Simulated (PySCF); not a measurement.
## Cost of excited-state runs on SMILES C=CB(F)F, C$_{2}$H$_{3}$BF$_{2}$

Numbering as in the mapped SMILES `[CH2:1]=[CH:2][B:3]([F:4])[F:5]` (H(Xn): hydrogen on atom n). Ha(C1) is cis to B3; Hb(C1) is trans to B3.

PySCF with density fitting, on 1 thread of an Arm Neoverse V1, shared host. Command: `OMP_NUM_THREADS=1 python excited_run.py task.json out`

**Question.** How long does each of these runs take, and how much memory?
- first hyperpolarisability, CAM-B3LYP/aug-cc-pVTZ; writes grids
- excited states, wB97X-D/def2-TZVPD; Tamm-Dancoff; spin-orbit couplings; 6 states; 5 triplets; quadratic response for 4 states; writes grids
- excited states, CAM-B3LYP/aug-cc-pVTZ; two-photon moments; 8 states; quadratic response for 6 states; 0 triplets

**Answer.** 
```tsv
run	level	basis functions	wall time	peak memory (GiB)
first hyperpolarisability	CAM-B3LYP/aug-cc-pVTZ	299	34 s	0.89
excited states	wB97X-D/def2-TZVPD	218	22 s	0.75
excited states	CAM-B3LYP/aug-cc-pVTZ	299	41 s	0.91
```
Times from a shared host are rough.
